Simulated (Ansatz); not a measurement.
The same molecule with X = B, Al, Ga, In. Ansatz, PBE0-D4/def2-TZVP geometries, multiplicity 1. Each molecule was computed in one conformer, which needn't be the lowest.

Elements past krypton have def2 core potentials. Scalar relativity is left out up to krypton.

```
 X                       molecule  mean X–Cl bond length / Å  mean X–S bond length / Å  HOMO–LUMO gap (ωB97M-V/def2-TZVPP) / eV  HOMO–LUMO gap (PBE0/def2-TZVPP) / eV  zero-point energy (PBE0-D4/def2-TZVP) / kJ/mol
Al  `[SH2+][Al-]([Cl])([Cl])[Cl]`                      2.102                     2.468                                    11.93                                  7.62                                            61.2
Ga  `[SH2+][Ga-]([Cl])([Cl])[Cl]`                      2.146                     2.519                                    12.04                                  7.73                                            58.2
In  `[SH2+][In-]([Cl])([Cl])[Cl]`                      2.321                     2.731                                    11.12                                  6.84                                            55.3
```

Question: Give the row for X = B, `[SH2+][B-](Cl)(Cl)Cl`. (An estimate is asked.)

Answer: Computed: 
```json
{"X": "B", "molecule": "`[SH2+][B-](Cl)(Cl)Cl`", "mean X–Cl bond length / Å": "1.805", "mean X–S bond length / Å": "2.105", "HOMO–LUMO gap (ωB97M-V/def2-TZVPP) / eV": "11.69", "HOMO–LUMO gap (PBE0/def2-TZVPP) / eV": "7.43", "zero-point energy (PBE0-D4/def2-TZVP) / kJ/mol": "69.3"}
```

From B to In the mean X–Cl bond length rises at each step, by 0.516 Å in all; the mean X–S bond length rises at each step, by 0.626 Å in all; the HOMO–LUMO gap (ωB97M-V/def2-TZVPP) isn't monotonic: highest at Ga, lowest at In; the HOMO–LUMO gap (PBE0/def2-TZVPP) isn't monotonic: highest at Ga, lowest at In; the zero-point energy (PBE0-D4/def2-TZVP) falls at each step, by 14.0 kJ/mol in all. Bonds lengthen as the atom grows down the group.
